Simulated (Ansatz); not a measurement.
This geometry of BF2H + ClH (6 atoms, charge 0, multiplicity 1) is a first-order saddle point.

Theory: RKS PBE0-D4/def2-SVP in Ansatz 0.2.0.

```xyz
6
Properties=species:S:1:pos:R:3
B 0.012 -0.191 0.102
H 0.007 0.191 1.369
F 1.154 0.118 -0.489
F -1.152 0.054 -0.478
Cl 0.071 -2.217 0.646
H 0.037 -0.879 1.409
```

Question: Which two structures does it join? (They come from a converged band through this point; their orientation in space is the band's.)

Answer: Bonds broken: B1–H2, Cl5–H6. Bonds formed: B1–Cl5, H2–H6. BF2H + ClH becomes BClF2 + H2.

First end point:

```xyz
6
Properties=species:S:1:pos:R:3
B -0.009 0.382 -0.109
H -0.015 0.732 1.042
F 1.119 0.267 -0.773
F -1.134 0.200 -0.764
Cl 0.081 -2.477 0.978
H 0.087 -2.029 2.185
```

Last end point:

```xyz
6
Properties=species:S:1:pos:R:3
B 0.018 -0.592 -0.538
H 0.013 0.308 2.301
F 1.127 0.095 -0.657
F -1.132 0.029 -0.642
Cl 0.070 -2.313 -0.265
H 0.034 -0.451 2.360
```

Question: How far does it lie above each of them?

Answer: 0.92 eV above the first and 1.50 eV above the second. This is the barrier of this one path; another mechanism may lie lower. The orbitals stay closed-shell, which can raise the energy where a bond breaks towards radicals; this wasn't checked here.

Time of the run: 2.9 min on 1 thread of AMD EPYC 7B13 (Zen 3), on a shared host, peak memory 0.15 GiB.
